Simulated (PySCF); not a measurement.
P₂, charge +1, doublet, at a GFN2-xTB geometry (a state made from the parent by changing its charge; the spin is typed, not shown lowest), with bond 1-2 at 1.5 times its length; PySCF with HF/6-31G*.

The PySCF input:
```python
from pyscf import gto, scf

mol = gto.Mole()
mol.atom = '''
    P     0.00000000    0.00000000   -1.96979134
    P     0.00000000    0.00000000    0.98489567
'''
mol.basis = '6-31g*'
mol.charge = 1
mol.spin = 1
mol.verbose = 4
mol.build()

mf = scf.UHF(mol)
mf.kernel()
mo_i, mo_e, stable_i, stable_e = mf.stability(internal=True, external=True, return_status=True, nroots=6, tol=1e-6)
print('internally stable:', stable_i, ' externally stable:', stable_e)
if not stable_i:
    umf = mf.copy()
    umf.scf_summary = {}
    umf.kernel(umf.make_rdm1(mo_i, mf.mo_occ))
mf.analyze()
```

It wrote (shortened):

```
PySCF version 2.14.0

[INPUT] verbose = 4
[INPUT] num. atoms = 2
[INPUT] num. electrons = 29
[INPUT] charge = 1
[INPUT] spin (= nelec alpha-beta = 2S) = 1
[INPUT] symmetry False subgroup None
[INPUT] Mole.unit = angstrom
[INPUT] Symbol           X                Y                Z      unit          X                Y                Z       unit  Magmom
[INPUT]  1 P      0.000000000000   0.000000000000  -1.969791340000 AA    0.000000000000   0.000000000000  -3.722366155140 Bohr   0.0
[INPUT]  2 P      0.000000000000   0.000000000000   0.984895670000 AA    0.000000000000   0.000000000000   1.861183077570 Bohr   0.0

nuclear repulsion = 40.2969492382884
number of shells = 16
number of NR pGTOs = 102
number of NR cGTOs = 36
basis = 6-31g*
ecp = {}

******** <class 'pyscf.scf.uhf.UHF'> ********
method = UHF
initial guess = minao
damping factor = 0
level_shift factor = 0
DIIS = <class 'pyscf.scf.diis.CDIIS'>
diis_start_cycle = 1
diis_space = 8
diis_damp = 0
SCF conv_tol = 1e-09
SCF conv_tol_grad = None
SCF max_cycles = 50
direct_scf = True
direct_scf_tol = 1e-13
number electrons alpha = 15  beta = 14
Set gradient conv threshold to 3.16228e-05
init E= -680.715419662024

cycle= 1 E= -680.835916730527  delta_E= -0.12  |g|= 0.171  |ddm|= 1.16
cycle= 2 E= -680.865596312691  delta_E= -0.0297  |g|= 0.0297  |ddm|= 0.454
cycle= 3 E= -680.866347352711  delta_E= -0.000751  |g|= 0.00906  |ddm|= 0.0463
cycle= 4 E= -680.866465010394  delta_E= -0.000118  |g|= 0.00231  |ddm|= 0.0229
cycle= 5 E= -680.866475079931  delta_E= -1.01e-05  |g|= 0.000739  |ddm|= 0.00651
cycle= 6 E= -680.866476398062  delta_E= -1.32e-06  |g|= 0.000313  |ddm|= 0.00207
cycle= 7 E= -680.866476680847  delta_E= -2.83e-07  |g|= 3.7e-05  |ddm|= 0.00142
cycle= 8 E= -680.866476683829  delta_E= -2.98e-09  |g|= 4.68e-06  |ddm|= 0.000157
cycle= 9 E= -680.86647668387  delta_E= -4.07e-11  |g|= 9.31e-07  |ddm|= 1.87e-05
Extra cycle  E= -680.866476683871  delta_E= -1.14e-12  |g|= 3.92e-07  |ddm|= 2.24e-06
converged SCF energy = -680.866476683871  <S^2> = 0.75348099  2S+1 = 2.003478
uhf_internal: lowest eigs of H = [-0.46396611 -0.33460919 -0.2984717  -0.29613862 -0.22179088 -0.19524323]
<class 'pyscf.scf.uhf.UHF'> wavefunction has an internal instability
uhf_real2complex: lowest eigs of H = [-0.15061429 -0.08832334 -0.07951379 -0.07873879  0.00433994  0.0388183 ]
<class 'pyscf.scf.uhf.UHF'> wavefunction has an real -> complex instability
uhf_external: lowest eigs of H = [-0.23082657 -0.18756873 -0.14842872 -0.12740086 -0.0999653  -0.07961174]
<class 'pyscf.scf.uhf.UHF'> wavefunction has an UHF/UKS -> GHF/GKS instability
internally stable: False  externally stable: False

******** <class 'pyscf.scf.uhf.UHF'> ********
method = UHF
initial guess = minao
damping factor = 0
level_shift factor = 0
DIIS = <class 'pyscf.scf.diis.CDIIS'>
diis_start_cycle = 1
diis_space = 8
diis_damp = 0
SCF conv_tol = 1e-09
SCF conv_tol_grad = None
SCF max_cycles = 50
direct_scf = True
direct_scf_tol = 1e-13
number electrons alpha = 15  beta = 14
Set gradient conv threshold to 3.16228e-05
init E= -680.970757763532
cycle= 1 E= -680.985413966086  delta_E= -0.0147  |g|= 0.0466  |ddm|= 0.197
cycle= 2 E= -680.997704547666  delta_E= -0.0123  |g|= 0.0497  |ddm|= 0.158
cycle= 3 E= -680.999160585223  delta_E= -0.00146  |g|= 0.0493  |ddm|= 0.0181
cycle= 4 E= -681.010975878919  delta_E= -0.0118  |g|= 0.0448  |ddm|= 0.155
cycle= 5 E= -681.025825333713  delta_E= -0.0148  |g|= 0.0201  |ddm|= 0.45
cycle= 6 E= -681.025791006045  delta_E= 3.43e-05  |g|= 0.0163  |ddm|= 0.154
cycle= 7 E= -681.027402204097  delta_E= -0.00161  |g|= 0.00475  |ddm|= 0.114
cycle= 8 E= -681.027564814771  delta_E= -0.000163  |g|= 0.00114  |ddm|= 0.0441
cycle= 9 E= -681.027571297401  delta_E= -6.48e-06  |g|= 0.000586  |ddm|= 0.00789
cycle= 10 E= -681.027572841901  delta_E= -1.54e-06  |g|= 0.000226  |ddm|= 0.00459
cycle= 11 E= -681.027572990787  delta_E= -1.49e-07  |g|= 0.000103  |ddm|= 0.00142
cycle= 12 E= -681.027573047815  delta_E= -5.7e-08  |g|= 2.02e-05  |ddm|= 0.000772
cycle= 13 E= -681.027573049616  delta_E= -1.8e-09  |g|= 7.59e-06  |ddm|= 0.000109
cycle= 14 E= -681.027573049848  delta_E= -2.32e-10  |g|= 2.46e-06  |ddm|= 4.97e-05
Extra cycle  E= -681.027573049862  delta_E= -1.39e-11  |g|= 1.68e-06  |ddm|= 5.24e-06
converged SCF energy = -681.027573049862  <S^2> = 2.3501136  2S+1 = 3.2249735
**** SCF Summaries ****
Total Energy =                        -680.866476683871269
Nuclear Repulsion Energy =              40.296949238288356
One-electron Energy =                -1014.092390180596340
Two-electron Energy =                  292.928964258436679
Two-electron Coulomb Energy =          337.533985439952517
DFT Exchange-Correlation Energy =      -44.605021181515838
**** MO energy ****
                             alpha | beta                alpha | beta
MO #1   energy= -80.31764477932    | -80.3146677874053  occ= 1 | 1
MO #2   energy= -80.317639942967   | -80.3146626168441  occ= 1 | 1
MO #3   energy= -7.85418452660014  | -7.85088127989383  occ= 1 | 1
MO #4   energy= -7.85411667166993  | -7.85083142033792  occ= 1 | 1
MO #5   energy= -5.74987120515668  | -5.74010590025171  occ= 1 | 1
MO #6   energy= -5.74987116097049  | -5.74010550050986  occ= 1 | 1
MO #7   energy= -5.74156845624861  | -5.74002328277889  occ= 1 | 1
MO #8   energy= -5.74156787882049  | -5.74000807704794  occ= 1 | 1
MO #9   energy= -5.74126471837214  | -5.7348883013301   occ= 1 | 1
MO #10  energy= -5.74124774462234  | -5.73488649383243  occ= 1 | 1
MO #11  energy= -1.03737728334633  | -0.988837069477803 occ= 1 | 1
MO #12  energy= -0.963803135385964 | -0.92219140494191  occ= 1 | 1
MO #13  energy= -0.585369516481786 | -0.576891694079981 occ= 1 | 1
MO #14  energy= -0.552338998690041 | -0.513964659022539 occ= 1 | 1
MO #15  energy= -0.523650280880979 | -0.307185647026152 occ= 1 | 0
MO #16  energy= -0.345379656572484 | -0.257616995700836 occ= 0 | 0
MO #17  energy= -0.315918660454987 | -0.234278545905997 occ= 0 | 0
MO #18  energy= -0.244801529480607 | -0.21544789736294  occ= 0 | 0
MO #19  energy= 0.132182469643916  | 0.144102309821192  occ= 0 | 0
MO #20  energy= 0.192693199081141  | 0.197891668412041  occ= 0 | 0
MO #21  energy= 0.205358150313406  | 0.228287393705901  occ= 0 | 0
MO #22  energy= 0.225070408811566  | 0.243069000207732  occ= 0 | 0
MO #23  energy= 0.258585389591017  | 0.279818974438201  occ= 0 | 0

To work with the spin densities directly, `use mulliken_meta_spin()` only printing them here.

 ** Mulliken spin pop alpha/beta on meta-lowdin orthogonal AOs **
 ** Mulliken Spin Density (per AO)  **
spin_pop of  0 P 1s        0.00000
spin_pop of  0 P 2s        0.00009
spin_pop of  0 P 3s        0.00389
spin_pop of  0 P 4s       -0.00020
spin_pop of  0 P 2px       0.00000
spin_pop of  0 P 2py       0.00002
spin_pop of  0 P 2pz      -0.00000
spin_pop of  0 P 3px       0.11903
spin_pop of  0 P 3py       0.38017
spin_pop of  0 P 3pz      -0.00392
spin_pop of  0 P 4px      -0.00000
spin_pop of  0 P 4py       0.00011
spin_pop of  0 P 4pz       0.00006
spin_pop of  0 P 3dxy     -0.00000
spin_pop of  0 P 3dyz      0.00047
spin_pop of  0 P 3dz^2     0.00007
spin_pop of  0 P 3dxz      0.00020
spin_pop of  0 P 3dx2-y2   -0.00000
spin_pop of  1 P 1s        0.00000
spin_pop of  1 P 2s        0.00009
spin_pop of  1 P 3s        0.00389
spin_pop of  1 P 4s       -0.00020
spin_pop of  1 P 2px       0.00000
spin_pop of  1 P 2py       0.00002
spin_pop of  1 P 2pz      -0.00000
spin_pop of  1 P 3px       0.11903
spin_pop of  1 P 3py       0.38017
spin_pop of  1 P 3pz      -0.00392
spin_pop of  1 P 4px      -0.00000
spin_pop of  1 P 4py       0.00011
spin_pop of  1 P 4pz       0.00006
spin_pop of  1 P 3dxy     -0.00000
spin_pop of  1 P 3dyz      0.00047
spin_pop of  1 P 3dz^2     0.00007
spin_pop of  1 P 3dxz      0.00020
spin_pop of  1 P 3dx2-y2   -0.00000
 ** Mulliken Spin Density (per atom)  **
spin density of  0 P =      0.50000
spin density of  1 P =      0.50000
 ** Mulliken pop alpha/beta on meta-lowdin orthogonal AOs **
 ** Mulliken pop       alpha | beta **
pop of  0 P 1s        1.00000 | 1.00000
pop of  0 P 2s        0.99953 | 0.99944
pop of  0 P 3s        0.98779 | 0.98389
pop of  0 P 4s        0.00305 | 0.00325
pop of  0 P 2px       0.99999 | 0.99998
pop of  0 P 2py       0.99999 | 0.99997
pop of  0 P 2pz       0.99999 | 0.99999
pop of  0 P 3px       0.49902 | 0.37999
pop of  0 P 3py       0.49919 | 0.11902
pop of  0 P 3pz       0.50748 | 0.51140
pop of  0 P 4px       0.00041 | 0.00041
pop of  0 P 4py       0.00024 | 0.00013
pop of  0 P 4pz       0.00037 | 0.00031
pop of  0 P 3dxy      0.00018 | 0.00018
pop of  0 P 3dyz      0.00059 | 0.00012
pop of  0 P 3dz^2     0.00154 | 0.00147
pop of  0 P 3dxz      0.00058 | 0.00037
pop of  0 P 3dx2-y2    0.00007 | 0.00007
pop of  1 P 1s        1.00000 | 1.00000
pop of  1 P 2s        0.99953 | 0.99944
pop of  1 P 3s        0.98779 | 0.98389
pop of  1 P 4s        0.00305 | 0.00325
pop of  1 P 2px       0.99999 | 0.99998
pop of  1 P 2py       0.99999 | 0.99997
pop of  1 P 2pz       0.99999 | 0.99999
pop of  1 P 3px       0.49902 | 0.37999
pop of  1 P 3py       0.49919 | 0.11902
pop of  1 P 3pz       0.50748 | 0.51140
pop of  1 P 4px       0.00041 | 0.00041
pop of  1 P 4py       0.00024 | 0.00013
pop of  1 P 4pz       0.00037 | 0.00031
pop of  1 P 3dxy      0.00018 | 0.00018
pop of  1 P 3dyz      0.00059 | 0.00012
pop of  1 P 3dz^2     0.00154 | 0.00147
pop of  1 P 3dxz      0.00058 | 0.00037
pop of  1 P 3dx2-y2    0.00007 | 0.00007
In total            15.00000 | 14.00000
 ** Mulliken atomic charges   ( Nelec_alpha | Nelec_beta ) **
charge of  0P =      0.50000  (     7.50000      7.00000 )
charge of  1P =      0.50000  (     7.50000      7.00000 )

WARN: System has nonzero charge 1; the dipole moment is origin-dependent.
Location of origin: [0. 0. 0.]

Dipole moment(X, Y, Z, Debye):  0.00000,  0.00000, -2.36533
```
